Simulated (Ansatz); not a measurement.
Species: H₂O, charge 1, multiplicity 2. 
Coordinates optimised at B3LYP-D3(BJ)/def2-TZVP (Ansatz, a quantum-chemistry and plane-wave program):
```
O
H 1 1.0078
H 1 1.0078 2 110.00
```
Charge +1, spin multiplicity 2.

Basis-set convergence of Hartree-Fock and CCSD correlation energies (hartree) with Ansatz. Correlated levels leave the core frozen unless marked. Open shells are spin-unrestricted. No spin-orbit coupling. Non-relativistic.

```csv
basis,functions,E(HF),"E(corr, CCSD)"
aug-cc-pVDZ,41,-75.63767,-0.17692
aug-cc-pVTZ,92,-75.65801,-0.21700
aug-cc-pVQZ,172,-75.66337,-0.22985
```

Extrapolating the two largest sets (X = 3 and 4) as X^-3: E(corr) = (64·(-0.22985) - 27·(-0.21700))/37 = -0.2392 Eh, an estimate of the basis-set limit. The largest set recovers 96.1 % of it, the smallest 74.0 %.
